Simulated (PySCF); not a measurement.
Species: [Ag(edt)Cl2]2-, C2H2AgCl2S2 (charge -2 and doublet state).
Cartesian coordinates in Å at the PBE0-D3(BJ)/def2-SVP level; atoms count from 1:
```xyz
9
C2H2AgCl2S2 angstrom
Ag    -1.1925   -1.2071    0.0038
S      1.2959   -1.0910    0.0102
C      1.5759    0.6333    0.0003
C      0.6140    1.5834   -0.0073
S     -1.1068    1.2825   -0.0109
H      2.6319    0.9485    0.0003
H      0.9164    2.6431   -0.0115
Cl    -3.7044   -1.0754    0.0302
Cl    -1.0306   -3.7173   -0.0150
```

Computed with PBE0-D3(BJ)/def2-SVP geometry optimisation, gas phase, def2 core potentials past Kr in PySCF 2.14.0.

Q: Which atoms are bound to Ag1, and at what distances?

A: 4 atoms: S5 2.491 Å, S2 2.491 Å, Cl8 2.515 Å, Cl9 2.515 Å. The nearest atom not counted as bound is C4, at 3.32 Å (others tie with it).

Q: List the angles at Ag1.

A: 
```csv
angle,degrees,distance of the outer atoms (Å)
S5–Ag1–Cl9,174.3,5.00
S2–Ag1–Cl8,174.3,5.00
Cl8–Ag1–Cl9,96.7,3.76
S2–Ag1–Cl9,89.0,3.51
S5–Ag1–Cl8,89.0,3.51
S2–Ag1–S5,85.4,3.38
```

Q: What is the shape at Ag1?

A: Square planar: angles from 85.4° to 174.3°; τ4 = (360° − α − β)/141° = 0.08 with α and β the two widest (0 for a square, 1 for a tetrahedron).

Q: What are the other bond lengths?

A: S2–C3, C4–S5 1.747 Å; C3–C4 1.352 Å; C3–H6, C4–H7 1.102 Å.

Q: Give some angles away from the centre.

A: Ag1–S2–C3 101.9°, S2–C3–C4 125.4°.

Q: What are the rotational constants (commonest isotopes, rigid rotor)?

A: A = 1140, B = 752.2, C = 453.2 MHz: an asymmetric top.

Point group: C2v (every atom within 0.08 Å of its image). Charge -2, doublet. ⟨S²⟩ = 0.755 (exact for a doublet: 0.75). Whether so highly charged an anion holds all its electrons in the gas phase wasn't checked; a finite basis holds them in any case. The ion is multiply charged and computed without counter-ions or solvent. PBE0-D3(BJ)/def2-SVP frequencies: not computed here.

Hardware: x86-64 server, one thread, no GPU, shared host. Cost: 1.7 min wall. These figures are those of the optimisation.

Neither the SCF state along the optimisation nor the shape of the open-shell metal species was proved the lowest: other solutions of the same spin, or a structure of lower symmetry, can lie below.
